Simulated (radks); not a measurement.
All-electron atom: Eu58+ in [He] 2s2 2p1 (the NIST ground configuration).

Calculated with a radial shooting solver on a logarithmic mesh with Libxc functionals: Dirac Kohn-Sham, PBE, spin-unpolarised, spherical densities, finite nucleus; open shells fill j = l - 1/2 first; Fermi nuclear charge, rms radius 5.1115 fm.

Energy parts (eV):
| part | energy |
|---|---|
| total | -153533.32 |
| kinetic | 173792.21 |
| electron-nucleus | -331637.68 |
| Hartree | 6075.56 |
| exchange-correlation | -1763.41 |

Orbitals (lengths in bohr, moments of r in powers of bohr; <r^-3> diverges for s and p1/2; r(90%) holds 90 % of the orbital's charge):
orbital  occ.  eigenvalue (eV)  r(90%)      <r>  <r^-3>      <r^2>  small-component weight
1s1/2       2        -54407.13  0.0402  0.02224       -  0.0006739                5.52e-02
2s1/2       2        -13110.38   0.140  0.09042       -   0.009668                1.33e-02
2p1/2       1        -12910.50   0.123  0.07489       -   0.006876                1.32e-02
2p3/2       0        -12179.95   0.130  0.08098   10550   0.007914                1.24e-02
3s1/2       0        -5610.895   0.306   0.2107       -    0.05070                5.64e-03
3p1/2       0        -5546.467   0.291   0.1961       -    0.04462                5.59e-03
3p3/2       0        -5335.425   0.303   0.2048    3171    0.04848                5.37e-03

The highest occupied level is 2p1/2 at -12910.5 eV. For comparison, the ionisation energy in NIST's Atomic Spectra Database is 13050 eV (theoretical). In exact Kohn-Sham theory the highest level is minus the ionisation energy, but local and semilocal functionals leave it too shallow, through self-interaction and a potential that decays too fast; potentials with the right tail come closer. The density falls to 0.001 e/bohr^3 at r = 0.34 bohr. The electron density at the nucleus is 5.685e+05 e/bohr^3. Summed over all electrons, <r^2> = 0.02756 bohr^2, which gives a Langevin (diamagnetic) susceptibility term of -0.0218 x 10^-6 cm^3/mol.

Beside tabulated values, note that spin-unpolarised runs miss the spin-polarisation part of the exchange energy of open shells.
